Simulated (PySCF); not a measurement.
Atom-mapped SMILES (the numbers label the heavy atoms): `[N:1]#[C:2][C@@H:3]1[CH2:4][CH2:5][C@H:6]2[O:7][C@H:8]2[CH2:9]1` (H(Xn): hydrogen on atom n). Ha(C4), Ha(C5), Ha(C9) are cis to C2 on the ring; Hb(C4), Hb(C5), Hb(C9) are trans to C2 on the ring.

[PySCF: PBE/pcSseg-1 with gauge-including orbitals; geometry: PBE0-D3(BJ)/def2-SVP; no relativistic terms; single conformer; in vacuum]

Shifts are taken against calculated references (same method and geometry level): 13C and 1H against TMS; 15N vs NH3; H2O for 17O.

```
 atoms  nucleus  count  δ (ppm)
Ha(C5)       1H      1     2.17
    C8      13C      1     49.9
Hb(C4)       1H      1        ?
    C4      13C      1     24.5
    O7      17O      1        ?
    N1      15N      1        ?
 H(C6)       1H      1     2.97
    C6      13C      1     53.5
Ha(C4)       1H      1        ?
Hb(C9)       1H      1        ?
 H(C3)       1H      1     2.29
Hb(C5)       1H      1     1.93
Ha(C9)       1H      1     2.02
 H(C8)       1H      1     2.86
    C5      13C      1     25.1
    C9      13C      1     32.9
    C2      13C      1    123.0
    C3      13C      1        ?
```

Q: Complete the table.

A: 
- C3: 25.3 ppm, sp3 CH α to a nitrile; saturated and bonded to C and H only
- Hb(C9): 1.86 ppm, hydrogen on an sp3 CH2 in a ring
- Hb(C4): 1.65 ppm, hydrogen on an sp3 CH2 in a ring
- Ha(C4): 1.33 ppm, hydrogen on an sp3 CH2 in a ring
- N1: 300.1 ppm, nitrile nitrogen
- O7: 60.3 ppm, ether oxygen

Shifts are as computed. Against solution values, carbons near 30 ppm lie about +2 ppm off and those near 130 ppm about +2 ppm. Of 1211 compounds with measured shifts, 218 miss one by over three times the rms of a fit or turn the order of signals round; such compounds aren't used in these exercises. Experimental scales use liquid or dissolved standards, which lie at an offset from isolated NH3 (liquid NH3: subtract about 20 ppm) and H2O (liquid H2O: subtract about 36 ppm). Unscaled 15N shifts of sp2 nitrogen come out 20 to 40 ppm too high even then.
